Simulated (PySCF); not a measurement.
# Vertical excitation energies

Species: C4H3F5.
Geometry (GFN2-xTB, Å), atoms numbered from 1 in this order:
```xyz
12
C4H3F5 angstrom
F     -0.8352    0.9754   -1.3972
C     -1.4655    0.1097   -0.5511
C     -0.4467   -0.7193    0.2452
F      0.0219   -1.7481   -0.5311
C      0.7007    0.1191    0.7416
F      0.5460    0.5782    1.9974
C      1.7870    0.4526    0.0513
F      2.0340    0.0589   -1.1779
F      2.7723    1.1945    0.5205
H     -2.0863   -0.5539   -1.1602
H     -2.0780    0.7104    0.1278
H     -0.9490   -1.1779    1.1078
```

Method used: TDDFT B3LYP/def2-SVPD, vertical, gas phase, core orbitals frozen in the response in PySCF.

Q: What does the calculation give for the low-lying excited states?

A: 

```tsv
state	E (eV)	λ (nm)	ν̃ (cm⁻¹)	f	|μ| (D)	main configurations (H = HOMO, L = LUMO)
S1	6.31	196.4	50910	0.011	0.69	H→L+2 (51%), H→L+1 (26%), H→L (19%)
S2	6.82	181.9	54980	0.0057	0.47	H→L+1 (68%), H→L+2 (28%)
S3	7.20	172.2	58080	0.205	2.74	H→L (53%), H→L+3 (20%), H→L+2 (19%)
S4	7.58	163.6	61140	0.106	1.92	H→L+3 (71%), H→L (19%)
S5	7.96	155.7	64220	0.017	0.76	H→L+4 (85%), H→L+5 (11%)
S6	8.27	149.9	66710	0.031	0.99	H→L+5 (66%), H-1→L (18%)
S7	8.37	148.1	67510	0.015	0.70	H-1→L (77%), H→L+5 (13%)
S8	8.51	145.6	68660	0.0021	0.26	H→L+6 (88%)
```

Triplets, Tamm–Dancoff:

```
state  E (eV)  λ (nm)  main configurations (H = HOMO, L = LUMO)
   T1    4.40   281.7                                 H→L (90%)
   T2    5.91   209.7                  H→L+2 (57%), H→L+1 (29%)
   T3    6.71   184.7      H→L+1 (65%), H→L+2 (23%), H→L+3 (9%)
```

The lowest singlet comes at 196 nm (609 kJ/mol) in the vacuum ultraviolet; it is weak; its leading configuration is HOMO→LUMO+2 (51%). The most intense listed level is S3 at 7.20 eV (172 nm, f = 0.205), 0.89 eV above S1. Löwdin shares by element: HOMO carbon 57% or more, fluorine 24% or more (atoms not listed hold the other 18%); LUMO carbon 52% or more, fluorine 16% or more (atoms not listed hold the other 32%). The listed states span 2.20 eV, and the widest gap between neighbours is 0.50 eV (S1 to S2). The oscillator strengths of these states sum to 0.394; summed over the whole spectrum of an exact calculation they would give the number of electrons, 72 (Thomas–Reiche–Kuhn). Weighted by f, the mean energy of these states is 7.44 eV. Singlets were solved by full linear response, triplets in the Tamm–Dancoff approximation.

One conformer stands for the species.
